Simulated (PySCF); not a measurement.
**Niobium: a sound run and one with changed settings**

Sound run: Nb⁺ [Kr] 4d4, Nb²⁺ [Kr] 4d3. Computed with PySCF 2.14 in x2c-SVPall (6s5p5d1f, 53 functions), with scalar relativity by spin-free X2C-1e. In the sound run the correlated levels freeze [Kr]. The sound run starts from symmetry-adapted Hartree-Fock orbitals and uses a fine grid where one is needed.

Changed run: no relativity, point nucleus. This setting is unsound on purpose.

```json
{"species": "Nb⁺", "method": "UHF", "sound run (hartree)": "-3816.66672", "changed run (hartree)": "-3713.52039", "converged": "yes"}
{"species": "Nb⁺", "method": "TPSS", "sound run (hartree)": "-3818.58968", "changed run (hartree)": "-3715.45459", "converged": "yes"}
{"species": "Nb⁺", "method": "MP2", "sound run (hartree)": "-3816.69432", "changed run (hartree)": "-3713.54765", "converged": "yes"}
{"species": "Nb²⁺", "method": "UHF", "sound run (hartree)": "-3816.18599", "changed run (hartree)": "-3713.02937", "converged": "yes"}
{"species": "Nb²⁺", "method": "TPSS", "sound run (hartree)": "-3818.06494", "changed run (hartree)": "-3714.91964", "converged": "yes"}
{"species": "Nb²⁺", "method": "MP2", "sound run (hartree)": "-3816.19757", "changed run (hartree)": "-3713.04078", "converged": "yes"}
```

Ionisation energy of Nb⁺:

```tsv
method	sound run (eV)	changed run (eV)
UHF	13.081	13.362
TPSS	14.279	14.557
MP2	13.517	13.792
SCS-MP2	13.227	13.505
```

Most of the change in total energy is the relativistic energy itself. On top of that the contraction fixes the core shape for the Hamiltonian it was made with, so the changed run is not a good calculation with the other Hamiltonian either.

For comparison, NIST gives 14.32 eV between the lowest levels.
